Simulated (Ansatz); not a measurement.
A CCSD(T) single point on AlBrH3OSi, SMILES `[SiH3][O][Al][Br]` radical.

```yaml
crystal:
  periodic: [false, false, false]
  atoms:
    - {symbol: Si, position_ang: [0.219735, 1.113727, 0.067150]}
    - {symbol: O, position_ang: [0.164805, -0.487228, 0.371472]}
    - {symbol: Al, position_ang: [0.042756, -2.146668, 0.568374]}
    - {symbol: Br, position_ang: [-1.082061, -3.376064, -0.980821]}
    - {symbol: H, position_ang: [-0.507939, 1.422896, -1.190979]}
    - {symbol: H, position_ang: [-0.410472, 1.857374, 1.188847]}
    - {symbol: H, position_ang: [1.634375, 1.547965, -0.069543]}
basis:
  gaussian: {orbitals: def2-SVP}
magnetization: {spin_polarized: true, initial_magnetization: 1}
correlation: {method: ccsd_t}
scf: {omitted_lower_state_checks: [cluster_reference]}
```

```sh
$ ansatz run in.yaml --threads 4 --pin off --events-out ev --progress --plain
```

The program prints (abridged):

```
Functional definition: HF
  name "HF"
  cite "Fock, Z. Phys. 61, 126 (1930) doi:10.1007/BF01340294"
  parent pbe
  exchange = exact_x
  correlation = 0
these checks for a lower state are left out or cut short: cluster_reference
906 factors; integrals over basis functions are off by at most 1.1e-3 eV
mean field evaluation 1: about -86514.4725 eV, gradient 2.6e1 eV
mean field evaluation 2: about -86514.4879 eV, gradient 2.6e1 eV
mean field evaluation 4: about -86517.9392 eV, gradient 2.4e0 eV
mean field evaluation 8: about -86518.0474 eV, gradient 4.1e-1 eV
mean field evaluation 16: about -86518.0514 eV, gradient 1.6e-6 eV
mean field -86518.05138551 eV, -3179.4797443761 hartree, gradient 1.6e-6 eV, S^2 0.753201; 0 other end points of the search recorded, 0 dependent functions left out
20 core orbitals not correlated: weight in the atoms' cores, before any rotation towards them, 1.000 or more for the frozen orbitals, at most 0.000 for the correlated occupied ones
reference -86518.05138551 eV, -3179.4797443761 hartree; 17, 16 occupied and 60, 61 virtual orbitals, 906 factors
second order -14.93599733 eV of doubles, -0.00000000 eV of singles
cycle   1  -15.22974163 eV  change   -2.9e-1 eV  update   9.2e-2
cycle   2  -15.61592326 eV  change   -3.9e-1 eV  update   2.9e-2
cycle   3  -15.71408184 eV  change   -9.8e-2 eV  update   1.6e-2
cycle   4  -15.70433545 eV  change    9.7e-3 eV  update   5.0e-3
cycle   5  -15.70371993 eV  change    6.2e-4 eV  update   2.2e-3
cycle   6  -15.70423160 eV  change   -5.1e-4 eV  update   8.3e-4
cycle   7  -15.70400501 eV  change    2.3e-4 eV  update   3.3e-4
cycle   8  -15.70418017 eV  change   -1.8e-4 eV  update   1.2e-4
cycle   9  -15.70420526 eV  change   -2.5e-5 eV  update   4.4e-5
cycle  10  -15.70417987 eV  change    2.5e-5 eV  update   1.6e-5
perturbative correction -0.34283768 eV, -0.0125990525 hartree
Total energy: -86534.09840307 eV, -3180.0694613942 hartree
Checks for a lower state left out: cluster_reference
```

It took 12 s on 4 threads of a server CPU on a shared host, with 0.66 GiB of host memory at the peak.

The correlation energy is -16.047 eV, 2.1 % of it from (T); the T1 diagnostic reads 0.0119.
